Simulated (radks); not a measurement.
Task: Ga+, 30 electrons, occupied as [Ar] 3d10 4s2. All-electron calculation, Dirac Kohn-Sham, Slater X-alpha with alpha = 1.009, spin-unpolarised, spherical densities, finite nucleus; Fermi nuclear charge, rms radius 3.9973 fm. Program: a radial shooting solver on a logarithmic mesh with Libxc functionals.

Spin-orbit splittings of the eigenvalues, e(l+1/2) - e(l-1/2), with zeta = 2 splitting/(2l+1) and mean radii in bohr:

| shell | occ. | splitting (eV) | zeta (eV) | <r> j=l-1/2 | <r> j=l+1/2 |
|---|---|---|---|---|---|
| 2p | 6 | 28.49 | 18.99 | 0.1865 | 0.1900 |
| 3p | 6 | ? | ? | 0.6602 | 0.6706 |
| 3d | 10 | 0.5155 | 0.2062 | 0.7600 | 0.7652 |

Estimate the 3p splitting.

Result: 3.792 eV (zeta = 2.528 eV).
